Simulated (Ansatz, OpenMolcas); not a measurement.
## Exact exchange and the HOMO–LUMO gap of C2H4Br2 (1,2-dibromoethane)

C2H4Br2: 8 atoms, total charge 0, spin state singlet. SMILES: `BrCCBr`. The shape is that of a PBE0-D4/def2-TZVP optimisation. This is a higher conformer, about 8 kJ/mol above the lowest found by a separate search.

The HOMO–LUMO gap y, in eV, basis def2-SVP; a is the functional's share of exact exchange. Programs: Ansatz 0.2.0, OpenMolcas 26.06.

| functional | program | a | y (eV) |
| --- | --- | --- | --- |
| BLYP | Ansatz | 0 | 5.18 |
| TPSS | OpenMolcas | 0 | 5.52 |
| B3LYP | Ansatz | 0.2 | ? |
| PBE0 | Ansatz | 0.25 | 7.59 |
| BHLYP | Ansatz | 0.5 | 9.85 |

Fit y = c + s·a to the known rows and predict B3LYP.


1. Means of the 4 rows: a = 0.1875, y = 7.035.
2. Σ(Δa)² = 0.17188, Σ(Δa·Δy) = 1.5463, so the slope is 1.5463/0.17188 = 8.9964.
3. Intercept: 7.035 − (8.9964) × 0.1875 = 5.348. The largest residual of the fit is 0.17.
4. B3LYP: 5.348 + (8.9964) × 0.2 = 7.15 eV.

The run gave 7.06 eV, so the prediction is off by +0.09 eV, within the scatter of the fit. Exact exchange lowers occupied levels and raises empty ones. The rows mix families of semi-local functionals, which the line can't see.
